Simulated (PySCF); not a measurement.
Hf(OH)4 anion (H4HfO4), SMILES [OH][Hf]([OH])([OH])[OH] (connectivity only; charge and spin as stated), charge -1, multiplicity 2. The structure is a stationary point at PBE-D3(BJ)/def2-SVPD. The spin state was assumed, not searched. The isomer is the one that the SMILES or the coordinates give; other isomers of the formula were not compared. The def2 effective core potentials stand for the cores of Hf; spin–orbit coupling is left out. The values are those of a single conformer.

All values below come from PySCF 2.14.0 with PBE-D3(BJ)/def2-SVPD.

Harmonic wavenumbers (cm⁻¹): 88, 92, 132, 146, 152, 177, 218, 237, 290, 447, 463, 508, 524, 535, 547, 555, 583, 3712, 3718, 3737, 3747. Rotational constants (GHz): 3.206, 2.647, 2.205; symmetry number 2.

Task: Work out the zero-point energy and the ideal-gas rigid-rotor harmonic-oscillator thermochemistry at 298.15 K and 1 atm.

Result: ZPE = ½ Σ hcν = ½ × 20611 cm⁻¹ = 123.28 kJ/mol. H − E(el) = 152.18 kJ/mol. Entropy in J/(mol K): translation 177.43, rotation 108.22, vibration 117.86, spin 5.76, total 409.28. G − E(el) = 30.16 kJ/mol. Cp = 143.89 J/(mol K). Modes under 150 cm⁻¹ make the vibrational entropy uncertain.
